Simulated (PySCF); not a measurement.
C2H5F3Si. Atoms are numbered in the order given.

```xyz
11

C     -2.3457     0.1983     0.4175
C     -1.2279    -0.8232     0.1513
Si     0.4267    -0.0427    -0.0765
F      0.4364     0.9761    -1.3233
F      1.5846    -1.1272    -0.3428
F      0.8640     0.8092     1.2181
H     -2.1426     0.7828     1.3284
H     -2.4433     0.9088    -0.4181
H     -3.3177    -0.3009     0.5487
H     -1.1475    -1.5461     0.9819
H     -1.4455    -1.4206    -0.7512
```

Geometry optimised at B3LYP-D3(BJ)/def2-SVP. One conformer was computed; it need not be the lowest.

Calculation: PBE/def2-TZVP (PySCF).

Computed frontier levels, gap, dipole moment and polarisability:
```yaml
highest_occupied_level: -8.15 eV
lowest_empty_level: -0.18 eV
orbital_gap: 7.96 eV
dipole_moment: 2.63 D
quadrupole, principal values (traceless, Buckingham form, about the centre of nuclear charge): -1.52, -1.14, 2.65 D·Å
mean_static_polarisability: 47.2 bohr³ (6.99 Å³)
polarisability_principal_values: 43.3, 45.2, 53.2 bohr³
```
